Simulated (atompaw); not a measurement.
## What one change does to a pseudopotential (Ho (Z = 67), PAW (atompaw))

- Element: Ho (Z = 67)
- Generator: atompaw 4.2.0.5
- Type: PAW
- Functional: PBEsol
- Relativity: scalar-relativistic
- Frozen core: [Xe] 4f10
- Valence charge: 3
- Reference configuration: 5d1 6s1.75 6p0.25
- Partial waves: 6s (bound): rc 3.00 bohr; 6s channel at 0.65 Ry: rc 3.00 bohr; 6p (bound): rc 3.00 bohr; 6p channel at 2.75 Ry: rc 3.00 bohr; 5d (bound): rc 3.00 bohr; 5d channel at 1.25 Ry: rc 3.00 bohr
- Local potential: vpsmatchnc scheme with l = 3 at -0.5 Ry, radius 2.55 bohr
- Core correction: smooth core density matched at 2.55 bohr
- Augmentation charge: besselshape compensation charge, radius 2.45 bohr; PAW radius 3.00 bohr; waves and projectors: custom polynom2 7 10 vanderbiltortho

All-electron outer shells of the reference configuration (PBEsol, scalar-relativistic, ld1.x):

```
shell  level (eV)  outermost node (bohr)  outermost maximum (bohr)
   5p      -29.51                   0.66                      1.28
   4f       -9.75                      –                      0.52
   6s       -4.57                   1.52                      3.22
   5d       -2.50                   0.74                      1.88
   6p       -1.48                   1.83                      4.41
```

Change: all radii scaled by about 0.89 (s 2.66, p 2.66, d 2.66 bohr); local potential vpsmatchnc scheme with l = 3 at -0.5 Ry, radius 2.26 bohr; augmentation besselshape compensation charge, radius 2.16 bohr; PAW radius 2.66 bohr; waves and projectors: custom polynom2 7 10 vanderbiltortho; core correction smooth core density matched at 2.26 bohr.

Cutoffs: the cutoffs (Ry, on a coarse ladder) from which the occupation-weighted sum of valence levels, in a spherical-Bessel basis at the reference potential, stays within 10 and 1 mRy of its value at 400 Ry; they do not see the model core or the augmentation charge, which bear on the density cutoff.

Task: What does the change do?

Result: The potential gets harder (10 Ry and 21 Ry → 15 Ry and 40 Ry); the bound ghosts move from d, f, p, s to d, p, s. A smaller radius makes the pseudo-wave follow the all-electron one further in, where it bends more sharply, so more plane waves are needed.

```csv
quantity,base,changed
"cutoff, loose",10 Ry,15 Ry
"cutoff, tight",21 Ry,40 Ry
loose cutoff by channel (10 mRy a level),"s 6 Ry, p 6 Ry, d 10 Ry","s 6 Ry, p 6 Ry, d 15 Ry"
bound ghosts,"p, s, d, f","s, p, d"
lowest overlap eigenvalue by channel,"s 0.34, p 0.74, d 0.89","s 0.24, p 0.61, d 0.78"
```

 A true bound ghost makes a file unfit for plane-wave use even where its test errors are small: the radial tests pick states by their node count and pass the ghost by. The cutoffs see the waves, projectors and local potential, not the compensation charge or the core.
